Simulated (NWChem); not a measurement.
Species: C3H7NSi; SMILES [SiH3]/N=C/C=C

```xyz
12

C      0.7025     2.5678     0.0000
C     -0.4991     1.9774     0.0000
C     -0.6841     0.5117     0.0000
N      0.2853    -0.3194     0.0000
Si     0.1009    -2.0557     0.0000
H      1.6087     1.9687     0.0000
H      0.8087     3.6486     0.0000
H     -1.4095     2.5744     0.0000
H     -1.7411     0.1882     0.0000
H     -1.3326    -2.4898     0.0000
H      0.7705    -2.6078    -1.2064
H      0.7705    -2.6078     1.2064
```
Atoms are numbered in this order, from 1.

Results from NWChem. All runs use the structure optimised with B3LYP/6-31G* (spherical d).

Q: Among these, which level gives the highest value of “orbital gap (eV)”?
A) Hartree-Fock/def2-TZVP
B) PBE/def2-TZVP
C) LDA (Slater exchange, VWN5)/def2-TZVP
D) BLYP/def2-TZVP

A: A, Hartree-Fock/def2-TZVP. Values: LDA (Slater exchange, VWN5)/def2-TZVP 2.85; PBE/def2-TZVP 2.96; BLYP/def2-TZVP 3.01; Hartree-Fock/def2-TZVP 11.81
